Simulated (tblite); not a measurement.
C5H14OSSi.
SMILES with atom numbers: `[CH3:1][CH2:2][CH2:3][CH2:4][Si@H:5]([SH:6])[O:7][CH3:8]` (hydrogens: H9, H10, H11 on C1; H12, H13 on C2; H14, H15 on C3; H16, H17 on C4; H18 on Si5; H19 on S6; H20, H21, H22 on C8)

Computed with GFN2-xTB (tblite), gas phase: L-BFGS steps from a force-field or distance-geometry start until the largest atomic force falls under 0.01 eV/Å.

Step 26: E = -733.5025 eV
```
atom  x, y, z in Å  |  force x, y, z in eV/Å
C1      3.7607    0.1136   -0.2064    0.005  -0.012   0.003
C2      2.4827   -0.7114   -0.2998    0.002  -0.005  -0.006
C3      1.2415    0.1563   -0.1133    0.032  -0.022   0.011
C4     -0.0572   -0.6350   -0.2264    0.004   0.026  -0.012
Si5    -1.5325    0.5269   -0.0303   -0.001  -0.031  -0.111
S6     -1.7108    1.2542    1.9966   -0.039   0.049   0.043
O7     -2.8131   -0.3653   -0.4643   -0.066  -0.001  -0.027
C8     -4.1423    0.0568   -0.6001   -0.017  -0.005   0.014
H9      3.8319    0.5930    0.7672    0.005  -0.001   0.005
H10     4.6374   -0.5144   -0.3468   -0.006  -0.011   0.008
H11     3.7704    0.8896   -0.9690   -0.010  -0.006  -0.002
H12     2.4354   -1.2009   -1.2758    0.001  -0.002   0.007
H13     2.4934   -1.4922    0.4631    0.022  -0.024   0.012
H14     1.2803    0.6352    0.8680    0.032   0.031  -0.029
H15     1.2501    0.9452   -0.8686   -0.011   0.013   0.036
H16    -0.0725   -1.4195    0.5323    0.030  -0.011  -0.013
H17    -0.0967   -1.1332   -1.1950   -0.014   0.007   0.014
H18    -1.4176    1.7684   -0.7860   -0.012   0.033   0.011
H19    -1.8717    0.0720    2.5724    0.001  -0.020  -0.026
H20    -4.7809   -0.8258   -0.6478    0.050  -0.019   0.021
H21    -4.4384    0.6743    0.2509   -0.022   0.006  -0.042
H22    -4.2603    0.6315   -1.5227    0.013   0.005   0.081
```

Step 27: E = -733.5036 eV
```
atom  x, y, z in Å  |  force x, y, z in eV/Å
C1      3.7599    0.1129   -0.2062   -0.001  -0.019   0.003
C2      2.4838   -0.7152   -0.3000   -0.014   0.008   0.001
C3      1.2444    0.1557   -0.1131    0.011  -0.030   0.006
C4     -0.0559   -0.6339   -0.2265   -0.013   0.042  -0.010
Si5    -1.5302    0.5307   -0.0328   -0.009  -0.012  -0.062
S6     -1.7172    1.2566    1.9978   -0.031   0.029  -0.003
O7     -2.8117   -0.3580   -0.4699   -0.046  -0.012  -0.020
C8     -4.1439    0.0565   -0.5986    0.005  -0.019   0.007
H9      3.8279    0.5924    0.7679    0.009  -0.002  -0.002
H10     4.6385   -0.5123   -0.3455    0.001  -0.011   0.004
H11     3.7662    0.8891   -0.9689   -0.002  -0.013   0.005
H12     2.4349   -1.2051   -1.2765    0.009   0.011   0.027
H13     2.4935   -1.4961    0.4638    0.026  -0.008  -0.003
H14     1.2830    0.6352    0.8685    0.037   0.017  -0.046
H15     1.2546    0.9450   -0.8687   -0.011  -0.003   0.047
H16    -0.0720   -1.4188    0.5325    0.028   0.000  -0.034
H17    -0.0990   -1.1293   -1.1968    0.000   0.001   0.032
H18    -1.4143    1.7726   -0.7877   -0.007   0.034   0.015
H19    -1.8722    0.0721    2.5708    0.001  -0.017  -0.027
H20    -4.7730   -0.8328   -0.6456    0.027  -0.002   0.026
H21    -4.4399    0.6713    0.2546   -0.024  -0.004  -0.048
H22    -4.2680    0.6308   -1.5206    0.003   0.010   0.081
```

Step 28: E = -733.5045 eV
```
atom  x, y, z in Å  |  force x, y, z in eV/Å
C1      3.7588    0.1121   -0.2058   -0.003  -0.018   0.003
C2      2.4843   -0.7182   -0.3000   -0.015   0.009   0.009
C3      1.2462    0.1541   -0.1130   -0.006  -0.021   0.000
C4     -0.0554   -0.6330   -0.2269   -0.020   0.041  -0.004
Si5    -1.5280    0.5345   -0.0363   -0.021   0.012  -0.002
S6     -1.7222    1.2597    1.9982   -0.025   0.000  -0.047
O7     -2.8099   -0.3514   -0.4767   -0.012  -0.021  -0.009
C8     -4.1446    0.0554   -0.5974    0.018  -0.026   0.004
H9      3.8246    0.5920    0.7683    0.012  -0.004  -0.006
H10     4.6391   -0.5107   -0.3443    0.005  -0.012   0.001
H11     3.7625    0.8885   -0.9686    0.006  -0.017   0.008
H12     2.4347   -1.2083   -1.2763    0.013   0.014   0.029
H13     2.4942   -1.4992    0.4641    0.026   0.002  -0.009
H14     1.2849    0.6349    0.8680    0.038   0.006  -0.041
H15     1.2571    0.9443   -0.8678   -0.007  -0.008   0.040
H16    -0.0720   -1.4188    0.5316    0.019   0.010  -0.043
H17    -0.1013   -1.1270   -1.1978    0.012  -0.004   0.032
H18    -1.4097    1.7791   -0.7866   -0.004   0.030   0.013
H19    -1.8727    0.0730    2.5689    0.002  -0.007  -0.029
H20    -4.7649   -0.8398   -0.6428    0.000   0.005   0.024
H21    -4.4408    0.6679    0.2570   -0.025  -0.008  -0.034
H22    -4.2753    0.6301   -1.5174   -0.010   0.016   0.058
```

Q: Estimate the geometry and energy of step 29. (The exact step hangs on the optimiser's Hessian estimate; all steps are aligned on step 28, rigid shifts and turns removed.)

A: E = -733.5052 eV, largest force 0.076 eV/Å
```
atom  x, y, z in Å  |  force x, y, z in eV/Å
C1      3.7576    0.1113   -0.2054   -0.001  -0.012   0.004
C2      2.4843   -0.7205   -0.2997   -0.006   0.003   0.013
C3      1.2471    0.1521   -0.1130   -0.014  -0.002  -0.003
C4     -0.0559   -0.6318   -0.2275   -0.019   0.029   0.002
Si5    -1.5263    0.5385   -0.0395   -0.029   0.029   0.038
S6     -1.7262    1.2626    1.9974   -0.023  -0.022  -0.069
O7     -2.8077   -0.3456   -0.4836    0.018  -0.026   0.000
C8     -4.1445    0.0536   -0.5964    0.019  -0.024   0.004
H9      3.8219    0.5917    0.7686    0.014  -0.005  -0.005
H10     4.6394   -0.5095   -0.3432    0.004  -0.013  -0.001
H11     3.7592    0.8877   -0.9681    0.011  -0.018   0.006
H12     2.4348   -1.2107   -1.2756    0.014   0.010   0.018
H13     2.4952   -1.5017    0.4641    0.021   0.004  -0.006
H14     1.2867    0.6344    0.8667    0.035   0.001  -0.019
H15     1.2587    0.9432   -0.8663   -0.002  -0.004   0.019
H16    -0.0724   -1.4188    0.5299    0.008   0.015  -0.037
H17    -0.1034   -1.1255   -1.1982    0.017  -0.006   0.021
H18    -1.4045    1.7865   -0.7840   -0.005   0.022   0.009
H19    -1.8732    0.0744    2.5668    0.004   0.002  -0.032
H20    -4.7575   -0.8463   -0.6396   -0.021   0.004   0.019
H21    -4.4413    0.6640    0.2586   -0.022  -0.008  -0.010
H22    -4.2823    0.6296   -1.5136   -0.020   0.019   0.028
```

The energy changes by -0.0007 eV. The first-order estimate −F·Δx gives -0.0010 eV and the mean of the old and new forces, exact on a quadratic surface, -0.0007 eV. The step makes an angle of 75° with the force vector and moves no atom by more than 0.010 Å.

The cost below is that of the whole relaxation. The run took 1.4 s on an Arm Neoverse N1 with one thread, no GPU, on a shared host.
